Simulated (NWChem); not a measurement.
System: CH6AlN; SMILES [CH3][AlH][NH2]

NWChem input:

```
start job
memory heap 200 mb stack 900 mb global 1100 mb
geometry units angstroms noautosym nocenter noautoz
  Al    -0.478362     0.067620     0.145433
  H     -2.017856     0.231634     0.515097
  C      0.412620    -1.667637     0.008195
  H      0.345370    -2.221729     0.960047
  H      1.479083    -1.587781    -0.256308
  H     -0.073564    -2.301242    -0.753211
  N      0.420375     1.571504    -0.145413
  H      1.402630     1.637480    -0.389189
  H      0.019781     2.501672    -0.090847
end
basis spherical
  * library 6-31g*
end
dft
  xc b3lyp
  iterations 150
end
property
  response 1 0.0773
end
task dft property
```

NWChem printed, in part:

```
             Northwest Computational Chemistry Package (NWChem) 7.3.0
             --------------------------------------------------------

                             Geometry "geometry" -> ""
                             -------------------------

 Output coordinates in angstroms (scale by  1.889725989 to convert to a.u.)

  No.       Tag          Charge          X              Y              Z
 ---- ---------------- ---------- -------------- -------------- --------------
    1 Al                  13.0000    -0.47836200     0.06762000     0.14543300
    2 H                    1.0000    -2.01785600     0.23163400     0.51509700
    3 C                    6.0000     0.41262000    -1.66763700     0.00819500
    4 H                    1.0000     0.34537000    -2.22172900     0.96004700
    5 H                    1.0000     1.47908300    -1.58778100    -0.25630800
    6 H                    1.0000    -0.07356400    -2.30124200    -0.75321100
    7 N                    7.0000     0.42037500     1.57150400    -0.14541300
    8 H                    1.0000     1.40263000     1.63748000    -0.38918900
    9 H                    1.0000     0.01978100     2.50167200    -0.09084700

 Effective nuclear repulsion energy (a.u.)      98.5403133866

                              NWChem Property Module
                              ----------------------

                                 NWChem DFT Module
                                 -----------------

 Summary of "ao basis" -> "ao basis" (spherical)
 ------------------------------------------------------------------------------
       Tag                 Description            Shells   Functions and Types
 ---------------- ------------------------------  ------  ---------------------
 Al                          6-31g*                  8       18   4s3p1d
 H                           6-31g*                  2        2   2s
 C                           6-31g*                  6       14   3s2p1d
 N                           6-31g*                  6       14   3s2p1d

            General Information
            -------------------
          SCF calculation type: DFT
          Wavefunction type:  closed shell.
          No. of atoms     :     9
          No. of electrons :    32
           Alpha electrons :    16
            Beta electrons :    16
          Charge           :     0
          Spin multiplicity:     1
          Use of symmetry is: off; symmetry adaption is: off
          Maximum number of iterations: 150
          AO basis - number of functions:    58
                     number of shells:    32
          Convergence on energy requested:  1.00D-06
          Convergence on density requested:  1.00D-05
          Convergence on gradient requested:  5.00D-04

              XC Information
              --------------
                         B3LYP Method XC Potential
                     Hartree-Fock (Exact) Exchange  0.200
                        Slater Exchange Functional  0.800 local
                    Becke 1988 Exchange Functional  0.720 non-local
              Lee-Yang-Parr Correlation Functional  0.810
                  VWN I RPA Correlation Functional  0.190 local

             Grid Information
             ----------------
          Grid used for XC integration:  medium
          Radial quadrature: Mura-Knowles
          Angular quadrature: Lebedev.
          Tag              B.-S. Rad. Rad. Pts. Rad. Cut. Ang. Pts.
          ---              ---------- --------- --------- ---------
          Al                  1.25       88           8.0       590
          H                   0.35       45          11.0       434
          C                   0.70       49          11.0       434
          N                   0.65       49          10.0       434
          Grid pruning is: on
          Number of quadrature shells:   456
          Spatial weights used:  Erf1

      Superposition of Atomic Density Guess
      -------------------------------------

 Sum of atomic energies:        -336.80203833

      Non-variational initial energy
      ------------------------------

 Total energy =    -338.022210
 1-e energy   =    -658.881874
 2-e energy   =     222.319351
 HOMO         =      -0.341760
 LUMO         =       0.026925

   convergence    iter        energy       DeltaE   RMS-Dens  Diis-err
 ---------------- ----- ----------------- --------- --------- ---------
 d= 0,ls=0.0,diis     1   -338.8821400190 -4.37D+02  1.45D-02  4.18D-01
 d= 0,ls=0.0,diis     2   -338.8486591301  3.35D-02  8.85D-03  6.97D-01
 d= 0,ls=0.0,diis     3   -338.9290472142 -8.04D-02  1.87D-03  3.31D-02
 d= 0,ls=0.0,diis     4   -338.9326572082 -3.61D-03  6.16D-04  2.69D-03
 d= 0,ls=0.0,diis     5   -338.9330123657 -3.55D-04  1.06D-04  7.45D-05
  Resetting Diis
 d= 0,ls=0.0,diis     6   -338.9330224751 -1.01D-05  2.58D-05  1.54D-06
 d= 0,ls=0.0,diis     7   -338.9330227084 -2.33D-07  7.10D-06  5.03D-08

         Total DFT energy =     -338.933022708370
      One electron energy =     -662.678268058793
           Coulomb energy =      258.514605435304
    Exchange-Corr. energy =      -33.309673471526
 Nuclear repulsion energy =       98.540313386646

 Numeric. integr. density =       32.000012578609

                       DFT Final Molecular Orbital Analysis
                       ------------------------------------

 Vector   14  Occ=2.000000D+00  E=-3.237727D-01
              MO Center= -7.1D-01,  4.4D-02,  2.0D-01, r^2= 3.3D+00
   Bfn.  Coefficient  Atom+Function         Bfn.  Coefficient  Atom+Function
  ----- ------------  ---------------      ----- ------------  ---------------
    20      0.234409  2 H  s                 44      0.234383  7 N  py
    24      0.222230  3 C  py                 6      0.219272  1 Al s
    19      0.217489  2 H  s                  7     -0.192496  1 Al px
     8     -0.192623  1 Al py                46     -0.150954  7 N  s
    43      0.148039  7 N  px                28      0.135230  3 C  py

 Vector   15  Occ=2.000000D+00  E=-2.749422D-01
              MO Center= -4.3D-01, -7.5D-01,  1.7D-01, r^2= 3.0D+00
   Bfn.  Coefficient  Atom+Function         Bfn.  Coefficient  Atom+Function
  ----- ------------  ---------------      ----- ------------  ---------------
    24      0.341204  3 C  py                20     -0.250671  2 H  s
     7      0.241836  1 Al px                28      0.216629  3 C  py
     8     -0.208955  1 Al py                19     -0.205995  2 H  s
    23     -0.184246  3 C  px                26      0.138560  3 C  s
    27     -0.115406  3 C  px                 3     -0.110250  1 Al px

 Vector   16  Occ=2.000000D+00  E=-2.498057D-01
              MO Center=  3.4D-01,  1.4D+00, -1.2D-01, r^2= 1.3D+00
   Bfn.  Coefficient  Atom+Function         Bfn.  Coefficient  Atom+Function
  ----- ------------  ---------------      ----- ------------  ---------------
    45      0.537224  7 N  pz                49      0.463185  7 N  pz
     9      0.143093  1 Al pz                43      0.131645  7 N  px
    13      0.114416  1 Al pz                47      0.113504  7 N  px
     5     -0.067078  1 Al pz                36     -0.045456  4 H  s
    40      0.045486  6 H  s                 15      0.042578  1 Al d -1

 Vector   17  Occ=0.000000D+00  E=-4.718420D-03
              MO Center= -4.9D-01,  1.2D-01,  1.5D-01, r^2= 4.5D+00
   Bfn.  Coefficient  Atom+Function         Bfn.  Coefficient  Atom+Function
  ----- ------------  ---------------      ----- ------------  ---------------
    13      0.689266  1 Al pz                 9      0.437069  1 Al pz
    49     -0.296752  7 N  pz                45     -0.233896  7 N  pz
    11      0.169077  1 Al px                36     -0.167303  4 H  s
    40      0.167544  6 H  s                  5     -0.157730  1 Al pz
     7      0.107143  1 Al px                47     -0.072703  7 N  px

 Vector   18  Occ=0.000000D+00  E= 2.767895D-02
              MO Center=  2.6D-01,  4.3D-01, -5.2D-02, r^2= 5.5D+00
   Bfn.  Coefficient  Atom+Function         Bfn.  Coefficient  Atom+Function
  ----- ------------  ---------------      ----- ------------  ---------------
    10      1.279473  1 Al s                 46     -0.846150  7 N  s
    26     -0.749824  3 C  s                 11      0.417776  1 Al px
    20     -0.347514  2 H  s                 58      0.234783  9 H  s
    36      0.219792  4 H  s                 40      0.219745  6 H  s
    56      0.199265  8 H  s                 12      0.187653  1 Al py

 Vector   19  Occ=0.000000D+00  E= 5.049109D-02
              MO Center= -7.1D-01, -3.1D-01,  2.2D-01, r^2= 7.0D+00
   Bfn.  Coefficient  Atom+Function         Bfn.  Coefficient  Atom+Function
  ----- ------------  ---------------      ----- ------------  ---------------
    12      1.214726  1 Al py                26      0.947754  3 C  s
    46     -0.555754  7 N  s                 10     -0.484548  1 Al s
    38     -0.220563  5 H  s                 56      0.181234  8 H  s
    20      0.172480  2 H  s                 22      0.107278  3 C  s
    28      0.105703  3 C  py                 8      0.099376  1 Al py

     Multipole analysis of the density
     ---------------------------------

     L   x y z        total         alpha         beta         nuclear
     -   - - -        -----         -----         ----         -------
     0   0 0 0     -0.000000    -16.000000    -16.000000     32.000000

     1   1 0 0      0.434887     -0.118061     -0.118061      0.671010
     1   0 1 0      0.241531     -0.005657     -0.005657      0.252845
     1   0 0 1     -0.117835     -0.916378     -0.916378      1.714921

     2   2 0 0    -20.828907    -34.671290    -34.671290     48.513672
     2   1 1 0      1.015683      2.279793      2.279793     -3.543903
     2   1 0 1      0.328527      5.326611      5.326611    -10.324695
     2   0 2 0    -18.206720   -108.698729   -108.698729    199.190738
     2   0 1 1     -0.290561      3.946624      3.946624     -8.183809
     2   0 0 2    -19.474166    -14.027957    -14.027957      8.581747

 *** CALLING NEW AORESP DRIVER FOR CLOSED AND OPEN SHELLS ***
 Entering AOResponse driver routine

--------------------------------------------------------------------------------

          -----------------------------------------------
          Solving response equations for perturbing field
          -----------------------------------------------

 number of frequencies:     1
 frequency in a.u.:  0.7730000E-01
 Perturbing field: electric
 Using El. Dipole Length Gauge

 Setting up CPKS with frequency omega =      0.07730000 a.u.

                            NWChem Dynamic CPHF Module
                            --------------------------

    scftype = RHF
    nclosed =   16
      nopen =    0
  variables =     1344
  num. vecs =        3
  tolerance =   1.0D-04
  max. iter =   50

 SCF residual:    4.4982942734350233E-004

Iterative solution of linear equations
  No. of variables     1344
  No. of equations        3
  Maximum subspace       30
       Convergence  1.0D-04

   iter   nsub   residual    time
   ----  ------  --------  ---------
     1      3    2.38D+00       5.7
     2      6    2.43D+00       8.1
     3      9    2.74D-01      10.6
     4     12    2.19D-02      13.0
     5     15    5.26D-03      15.5
     6     18    1.38D-03      17.9
     7     21    2.11D-04      20.3
     8     24    3.42D-05      22.8

 Electric Dipole Response Matrix (nonzero elements):

              1        2        3
    1   41.9712   1.2456  -1.9914
    2    1.2456  49.9183  -1.0468
    3   -1.9914  -1.0468  34.6262

 ------------------------------------------
 average:        42.17190 + I       0.00000

 DFT Linear Response polarizability / au
 Frequency  =       0.0773000 / au
 Wavelength =     589.4353558 / nm
              X              Y              Z
 -----------------------------------------------
 X      41.9711737      1.2455964     -1.9913833
 Y       1.2455764     49.9183370     -1.0468359
 Z      -1.9913822     -1.0468406     34.6261822
 -----------------------------------------------
 Eigenvalues =      42.2005598     50.2263388     34.0887944
 Isotropic   =      42.1718977
 Anisotropic =      13.9755895
 -----------------------------------------------

 Magnetic Dipole Response Matrix (nonzero elements):
```

Level: B3LYP/6-31G* (spherical d). All runs use the structure optimised with PBE0/def2-SVP.
